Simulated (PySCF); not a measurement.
## Core-level binding energies of `NB(N)CO`

Species: CH₇BN₂O.
Structure used (PBE0-D3(BJ)/def2-SVP), in Å, numbered top down from 1:
```xyz
12
CH7BN2O angstrom
N     -1.048    1.457    0.663
B     -0.337    0.254    0.441
N     -0.961   -0.971    0.122
C      1.258    0.233    0.538
O      1.849   -0.909   -0.064
H     -2.056    1.527    0.673
H     -0.582    2.332    0.850
H     -0.396   -1.809    0.081
H     -1.957   -1.129    0.067
H      1.544    0.201    1.604
H      1.703    1.173    0.148
H      1.564   -0.917   -0.983
```

Method used: delta-SCF UKS SCAN, pcX-2 on the ionised atom, pcseg-1 elsewhere, spin-free X2C (PySCF 2.14.0). Binding energies are ΔSCF values: E(core-ionised, relaxed orbitals) − E(ground state) at a fixed geometry, referred to the vacuum level.

Task: Give the core binding energies atom by atom.

Result: 
```tsv
atom(s)	bonded to	level	binding energy (eV)	count
O5	C and H	O 1s	538.35	1
N1/N3	2 H and B	N 1s	404.78	2
C4	O, 2 H and B	C 1s	291.19	1
B2	2 N and C	B 1s	195.44	1
```

Task: Which effective nuclear charge Zeff reproduces each element's mean 1s value in the hydrogen-like formula E = 13.606 eV × Zeff²?

Result: B (Z = 5): mean 195.4 eV, Zeff = 3.79, Z − Zeff = 1.21; C (Z = 6): mean 291.2 eV, Zeff = 4.63, Z − Zeff = 1.37; N (Z = 7): mean 404.8 eV, Zeff = 5.45, Z − Zeff = 1.55; O (Z = 8): mean 538.3 eV, Zeff = 6.29, Z − Zeff = 1.71. Means run over the listed sites, weighted by atom count.

One atom of each set of topologically equivalent atoms was ionised and stands for the set; in this conformer not all members are related by symmetry, and their own values weren't computed. Geometry: PBE0-D3(BJ)/def2-SVP, one conformer, isolated molecule.
